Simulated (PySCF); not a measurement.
C7H5ClO (charge +1 and doublet state).
Structure used (GFN2-xTB), in Å, numbered top down from 1:
```xyz
14
C7H5ClO angstrom
O      3.206    0.223   -0.232
C      2.313   -0.561   -0.216
C      0.875   -0.234   -0.084
C      0.514    1.120    0.033
C     -0.812    1.463    0.159
C     -1.797    0.459    0.167
Cl    -3.434    0.874    0.319
C     -1.432   -0.896    0.049
C     -0.103   -1.236   -0.076
H      2.501   -1.653   -0.305
H      1.287    1.875    0.024
H     -1.098    2.500    0.251
H     -2.196   -1.658    0.057
H      0.176   -2.275   -0.166
```

The hyperfine couplings belong to this conformer and change with its torsions.

As a line formula: `O=CC1=CC=C(Cl)[CH][CH+]1` [radical] (charge +1).

Method used: PySCF, UKS B3LYP, pcH-1 on C Cl H O, non-relativistic, mean-field spin-orbit, GIAO. Geometry: GFN2-xTB, one conformer, isolated ion. GFN2-xTB frequencies show an imaginary mode (139i cm⁻¹), so this geometry is no minimum at that level. The geometry wasn't refined by DFT: couplings that depend on bond lengths, twists or pyramidal angles can differ widely from those at the functional's own minimum, by a factor of two or more for some ions and for spin on atoms past the first row. The SCF solution wasn't tested for stability.

Problem. Break the g tensor into its mass correction, gauge correction and orbital-Zeeman/spin–orbit terms.

Solution. 
| Δg (ppt) | 1 | 2 | 3 |
| --- | --- | --- | --- |
| relativistic mass correction | -0.21 | -0.21 | -0.21 |
| gauge correction | 0.04 | -0.01 | 0.05 |
| orbital Zeeman/spin–orbit | -5.20 | -0.18 | 17.49 |
| total | -5.37 | -0.40 | 17.33 |

So g = 1.99695, 2.00192, 2.01965 and g_iso = 2.00617; the tensor is rhombic: the two nearest values differ by 22 % of g3 − g1. Axes: g1 points within 7° of the C3–C9 bond and g2 is normal to the molecular plane.

Problem. At 9.343 GHz, how far is the centre of the isotropic spectrum from where a free electron (g = 2.002319) resonates?

Solution. B = hν/(g μB) with μB/h = 13.99624 MHz/mT gives 333.38 mT for the free electron and 332.74 mT at g_iso, 0.64 mT lower.

Problem. What effective moment and Curie constant follow for a powder?

Solution. With the mean of g² = 4.0248 and S(S+1) = 0.75: μ_eff = √(⟨g²⟩S(S+1)) = 1.737 μB and χT = 0.12505·⟨g²⟩·S(S+1) = 0.377 cm³ K/mol (cgs; spin-Hamiltonian part alone).

Problem. What are the electron Larmor frequencies g μB B/h along the three axes at 340 mT?

Solution. 9.5029, 9.5266, 9.6110 GHz for g1, g2 and g3, a range of 108.0 MHz.

Problem. In a frozen sample, at which fields do the three g values resonate at 9.5, 34, 94 and 263 GHz (hyperfine left aside), and which band first spreads them over more than twice a line width of 1.0 mT?

Solution. 
```csv
band,GHz,B(g3) mT,B(g2) mT,B(g1) mT,spread mT
X,9.5,336.07,339.05,339.89,3.82
Q,34.0,1202.79,1213.44,1216.47,13.67
W,94.0,3325.37,3354.82,3363.17,37.80
J,263.0,9303.97,9386.35,9409.72,105.75
```

The spread grows in proportion to the frequency. X band is the first where it exceeds 2.0 mT.

The Mulliken spin populations are largest on C3 (+0.38), C6 (+0.25), Cl7 (+0.23) and O1 (+0.14). The positive populations add up to 1.18 and the negative ones to -0.18, together 2S = 1.

The HOMO–LUMO gaps are 4.56 eV among the α and 0.93 eV among the β orbitals.

Time: 69 s of wall time (with the writing of density and orbital grids); peak memory 0.98 GiB. Hardware: one thread, AMD EPYC 9R45 (x86_64), shared host with 96 logical CPUs at a one-minute load of 69.

The SMILES draws the unpaired electron on C8; the largest computed Mulliken spin population is on C3 (0.38 against 0.13).
